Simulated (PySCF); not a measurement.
**Ionisation energy of Te²²⁺ by level of theory**

Te²²⁺ [Ar] 3d10 4s2 → Te²³⁺ [Ar] 3d10 4s1 [4s1/2^1, M_J = 1/2], as a difference of total energies. Computed with PySCF 2.14 in an uncontracted even-tempered set (17 s from 1.5 bohr⁻², ratio 2.8; 13 p from 2 bohr⁻², ratio 2.8; 8 d from 3.5 bohr⁻², ratio 2.8; 4 f from 9.1 bohr⁻², ratio 3), with the two-component X2C-1e Hamiltonian. Correlated levels: [Ne] frozen; the 74 highest virtual spinors dropped. "Screened" scales the spin-orbit matrix elements by Boettger's factors to mimic the two-electron term; Breit and QED terms are absent.

```json
{"method": "GHF (spin-free)", "ionisation energy (eV)": "705.29"}
{"method": "GMP2 (spin-free)", "ionisation energy (eV)": "707.73"}
{"method": "GHF (screened spin-orbit)", "ionisation energy (eV)": "705.26"}
{"method": "GMP2 (screened spin-orbit)", "ionisation energy (eV)": "707.71"}
```

Problem. How much does correlation contribute at GMP2 (screened spin-orbit)?

Solution. 707.71 − (705.26) = 2.45 eV, measured against GHF (screened spin-orbit).

Breit and QED terms and the two-electron picture change are absent.

For comparison: 709 ± 4 eV (theoretical estimate listed by NIST; NIST Atomic Spectra Database, ionization energies).
